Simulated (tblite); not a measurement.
Species: C₇H₆NS (doublet state).
SMILES with atom numbers: `[H]/[N:1]=[CH:2]\[c:3]1[cH:4][cH:5][cH:6][c:7]([S:8])[cH:9]1` (hydrogens: H10 on N1; H11 on C2; H12 on C4; H13 on C5; H14 on C6; H15 on C9)

Cartesian coordinates in Å at the GFN2-xTB level; atoms count from 1:
```
atom  x, y, z in Å
N1    -3.0771   -0.1326   -0.4637
C2    -2.0054   -0.7813   -0.3697
C3    -0.6409   -0.2915   -0.1224
C4    -0.3610    1.0680    0.0469
C5     0.9369    1.4924    0.2770
C6     1.9708    0.5809    0.3421
C7     1.7095   -0.7847    0.1748
S8     2.9890   -1.9344    0.2528
C9     0.3985   -1.2096   -0.0577
H10   -3.0038    0.8774   -0.3560
H11   -2.0924   -1.8587   -0.4864
H12   -1.1578    1.7962   -0.0005
H13    1.1424    2.5447    0.4059
H14    2.9843    0.9052    0.5212
H15    0.2026   -2.2639   -0.1862
```

Computed geometry: GFN2-xTB, gas phase. This method treats the open shell by occupation alone, without spin polarisation.

Masses are those of the commonest isotopes; rigid-rotor values at the optimised geometry. The values belong to one conformer with, in the numbering `[H]/[N:1]=[CH:2]\[c:3]1[cH:4][cH:5][cH:6][c:7]([S:8])[cH:9]1`, N1–C2–C3–C4 0°.

**Question.** What are A, B and C (cm⁻¹)?

**Answer.** Ia = 158.90, Ib = 593.23, Ic = 752.13 u·Å²; 505379 MHz·u·Å²/I gives 3181, 851.9 and 671.9 MHz, that is A = 0.10609, B = 0.02842, C = 0.02241 cm⁻¹.

**Question.** What kind of rotor is it?

**Answer.** An asymmetric top. Ray's parameter κ = (2B − A − C)/(A − C) = -0.857; −1 is the prolate and +1 the oblate limit.

**Question.** What does the inertial defect say?

**Answer.** Planar: Δ = Ic − Ia − Ib = 0.00 u·Å². For a rigid frame Δ = −2 Σ m c², so it vanishes when all atoms lie in the ab plane; here none is more than 0.01 Å from it.

**Question.** List the rotational levels J(Ka,Kc) to J = 4 (MHz).

**Answer.** Above 0(0,0):
J = 1: 1(0,1) 1524, 1(1,1) 3852, 1(1,0) 4032
J = 2: 2(0,2) 4562, 2(1,2) 6720, 2(1,1) 7260, 2(2,1) 14246, 2(2,0) 14256
J = 3: 3(0,3) 9093, 3(1,3) 11016, 3(1,2) 12095, 3(2,2) 18817, 3(2,1) 18867, 3(3,1) 30916, 3(3,0) 30917
J = 4: 4(0,4) 15090, 4(1,4) 16732, 4(1,3) 18529, 4(2,3) 24905, 4(2,2) 25053, 4(3,2) 37031, 4(3,1) 37033, 4(4,1) 53944, 4(4,0) 53944
Those of J = 1 are B + C, A + C and A + B.

For this open shell read J as N, the rotation without spin; fine and hyperfine splittings come on top. Its GFN2-xTB frequencies are all real (lowest 27 cm⁻¹). No vibrational averaging or centrifugal distortion is included, and the geometry carries the error of its method.

The run took 0.21 s on an Arm Neoverse V1 with one thread, on a shared host. This is the geometry optimisation.
